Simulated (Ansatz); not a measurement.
**Worked example: C4H8O + CH8O3Si2 → C4H8O2 + CH8O2Si2**

Species: C4H8O (butyraldehyde) `CCCC=O`, singlet; CH8O3Si2 `CO[SiH](O)[SiH2]O`, singlet; C4H8O2 (butyric acid) `CCCC(=O)O`, singlet; CH8O2Si2 `CO[SiH2][SiH2]O`, singlet. The partners trade H for OH: C–H and Si–OH bonds give way to C–OH and Si–H.

Shapes, held fixed at every level: PBE0-D4/def2-TZVP. Flexible molecules stand in one conformer, not always the lowest. Programs: Ansatz 0.2.0. Electronic energies: no zero-point or thermal term.

At CCSD(T)/CBS estimate; 1 Eh = 2625.50 kJ/mol:

```
 species  energy (Eh)
   C4H8O  -232.190325
CH8O3Si2  -846.668801
  C4H8O2  -307.396743
CH8O2Si2  -771.433257
```

**Question.** Work out ΔE of the reaction at this level.

**Answer.** 
1. Products less reactants: (-307.396743) + (-771.433257) − [(-232.190325) + (-846.668801)] = 0.029126 Eh = +76.5 kJ/mol.

Other levels give +59.3 (PBE-D4/def2-TZVPP) to +75.3 kJ/mol (MP2/def2-TZVPP). No measured value is set beside it here. The CBS estimate extrapolates MP2 from def2-TZVPP and def2-QZVPP and adds CCSD(T) − MP2 in the triple-zeta set, cores frozen.
